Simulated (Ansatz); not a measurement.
CH8GeSi (`C[SiH2][GeH3]`). The species carries charge 0 and has multiplicity 1.

Z-matrix (Å, degrees):
```
C
Si 1 1.875
H 1 1.092 2 110.8
H 1 1.092 2 110.6 3 120.0
H 1 1.092 2 110.8 3 -120.0
Ge 2 2.380 1 111.3 3 60.0
H 2 1.490 1 110.3 3 -179.4
H 2 1.490 1 110.3 3 -60.7
H 6 1.540 2 110.8 1 -59.8
H 6 1.540 2 110.8 1 59.6
H 6 1.538 2 111.6 1 179.9
```

Task: What are the harmonic wavenumbers in cm⁻¹ at PBE0-D4/def2-TZVP (Ansatz, finite differences of forces, unscaled)? (Best estimate.)

Result: The calculation gave: 87, 134, 158, 348, 349, 445, 492, 646, 682, 722, 790, 882, 883, 890, 891, 940, 1276, 1452, 1452, 2135, 2139, 2147, 2206, 2210, 3054, 3140, 3142.

Task: Is this a minimum?

Result: Yes, all 27 modes are real.

Task: Give the ideal-gas thermochemistry at 298.15 K and 1 bar (rigid rotor, harmonic oscillator; point group Cs, symmetry number 1).

Result: Zero-point energy 201.5 kJ/mol; H(298) − E = 222.0 kJ/mol; entropy 340.9 J/(mol·K), of which translation 168.6, rotation 109.5, vibration 62.7; G(298) − E = 120.4 kJ/mol. Modes under 100 cm⁻¹ are hindered rotations or soft bends, so the harmonic entropy is rough.
